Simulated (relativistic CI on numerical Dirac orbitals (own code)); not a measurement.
Energy levels of Lu⁶⁰⁺

Calculated at this level of theory: Dirac-Coulomb-Breit CI, orbitals from a KLI potential per configuration, model QED, unscaled Slater integrals (own radial code, finite nucleus).

CI space (outside the closed core [Ne]): 3s, 3p, 3d, 4s, 4p, 4d, 4f, 5s, 5p, 5d, 5f, 5g, 6s, 6p, 6d. Levels of other configurations are missing.

The lowest level is 3s 2S_1/2, with 100 % of that term; Hund's rules for 3s give 2S with J = 1/2, in agreement.

```
No.  Configuration  Term    J  E (10³ cm⁻¹)    %  Next component (%)  Landé g  jj configuration (%)
  1             3s    2S  1/2           0.0  100                        1.985              3s (100)
  2             3p   2P°  1/2        1208.4  100                        0.649           3p1/2 (100)
  3             3p   2P°  3/2        3688.0  100                        1.321           3p3/2 (100)
  4             3d    2D  3/2        5120.5  100                        0.787           3d3/2 (100)
  5             3d    2D  5/2        5686.1  100                        1.188           3d5/2 (100)
  6             4s    2S  1/2       23717.7  100                        1.993              4s (100)
  7             4p   2P°  1/2       24217.2  100                        0.657           4p1/2 (100)
  8             4p   2P°  3/2       25232.0  100                        1.327           4p3/2 (100)
  9             4d    2D  3/2       25775.4  100                        0.793           4d3/2 (100)
 10             4d    2D  5/2       26020.0  100                        1.194           4d5/2 (100)
 11             4f   2F°  5/2       26306.0  100                        0.850           4f5/2 (100)
 12             4f   2F°  7/2       26413.2  100                        1.137           4f7/2 (100)
 13             5s    2S  1/2       34273.5  100                        1.996              5s (100)
 14             5p   2P°  1/2       34524.4  100                        0.660           5p1/2 (100)
 15             5p   2P°  3/2       35034.7  100                        1.330           5p3/2 (100)
 16             5d    2D  3/2       35300.6  100                        0.795           5d3/2 (100)
 17             5d    2D  5/2       35426.7  100                        1.196           5d5/2 (100)
 18             5f   2F°  5/2       35568.3  100                        0.853           5f5/2 (100)
 19             5f   2F°  7/2       35623.4  100                        1.139           5f7/2 (100)
 20             5g    2G  7/2       35643.0  100                        0.885           5g7/2 (100)
 21             5g    2G  9/2       35675.7  100                        1.107           5g9/2 (100)
 22             6s    2S  1/2       39868.7  100                        1.998              6s (100)
 23             6p   2P°  1/2       40011.7  100                        0.662           6p1/2 (100)
 24             6p   2P°  3/2       40303.4  100                        1.331           6p3/2 (100)
 25             6d    2D  3/2       40453.5  100                        0.796           6d3/2 (100)
 26             6d    2D  5/2       40526.6  100                        1.198           6d5/2 (100)
```

Energies count from the lowest computed level; ° marks odd parity. Filled j subshells are mostly left out of the jj labels.

The mean weight of the leading LS term, summed over parents, in these 26 levels is 100 %, and that of the leading jj configuration (from the same eigenvectors) 100 %.

At this charge energies of transitions that change n are usually good to better than 1 %, and those within a shell (Δn = 0) to a few per cent.
